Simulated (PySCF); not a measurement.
Input of a run (PBE0-D3(BJ)/def2-SVP geometry optimisation, gas phase (PySCF 2.14.0)), started from GFN2-xTB:
```
{"job": {"xc": "PBE0", "basis": "def2-SVP", "d3": "d3bj", "grid": 1, "kind": "geom"}, "charge": 0, "multiplicity": 2}
O      0.111590    -0.004900    -2.603640
N      0.313050    -0.005990    -1.358450
C      0.127950     1.100350    -0.435350
C     -1.267810     0.794780     0.138780
C     -1.292510    -0.750790     0.141790
C      0.091980    -1.103690    -0.433500
C      1.159080    -0.791000     0.622070
C      1.182450     0.755420     0.622890
H      0.232820     2.074080    -0.906710
H     -1.396290     1.219500     1.132860
H     -2.039920     1.199280    -0.514680
H     -1.433770    -1.167760     1.137540
H     -2.079440    -1.131250    -0.508120
H      0.163260    -2.081680    -0.903070
H      2.123740    -1.201240     0.325160
H      0.895930    -1.203230     1.594130
H      2.160750     1.134850     0.330450
H      0.929630     1.175910     1.594550
```

Output (energies in Eh, forces in Eh/bohr):
```
step   0  E = -363.88505482  max force = 0.022031
step   1  E = -363.88687551  max force = 0.008669
step   2  E = -363.88762365  max force = 0.005601
step   3  E = -363.88808089  max force = 0.011875
step   4  E = -363.88830701  max force = 0.004705
step   5  E = -363.88835866  max force = 0.001984
step   6  E = -363.88837272  max force = 0.000222
optimisation converged
```

Question: Summarise the run.

Answer: The energy falls by 8.7 kJ/mol over 7 energy and gradient evaluations, the largest force component goes from 0.0220 to 2.2e-04 Eh/bohr, and the atoms move by 0.074 Å rms after alignment. Among the bonds, N2–C3 and N2–C6 change most and about equally (+0.027 Å). Bonds longer at the end by more than 0.005 Å: 14 of 19; shorter: 3. Among the angles that change most is O1–N2–C3, from 127.3° to 122.5°. Among the dihedrals that turn most is O1–N2–C6–C5, from -98° to -81°. The energy never rose by more than 1e-6 Eh on the way. The first step brought 55 % of the lowering.

Question: What are the final bond lengths?

Answer: O1–N2 1.254 Å, N2–C3 1.480 Å, C3–C4 1.539 Å, C4–C5 1.555 Å, C5–C6 1.539 Å, C6–C7 1.528 Å, C7–C8 1.556 Å, N2–C6 1.480 Å, C3–C8 1.528 Å, C3–H9 1.096 Å, C4–H10 1.100 Å, C4–H11 1.099 Å, C5–H12 1.100 Å, C5–H13 1.099 Å, C6–H14 1.096 Å, C7–H15 1.099 Å, C7–H16 1.099 Å, C8–H17 1.099 Å, C8–H18 1.099 Å. Numbering counts from 1 in the input's order; the species is `[O]N1[C@H]2CC[C@@H]1CC2` [radical].

The run used 162 basis functions and 58 SCF cycles in all. The run took 2.2 min wall on an Arm Neoverse V1 with one thread, no GPU, on a shared host.

Not checked by PBE0-D3(BJ)/def2-SVP frequencies. ⟨S²⟩ = 0.754 (exact for a doublet: 0.75).
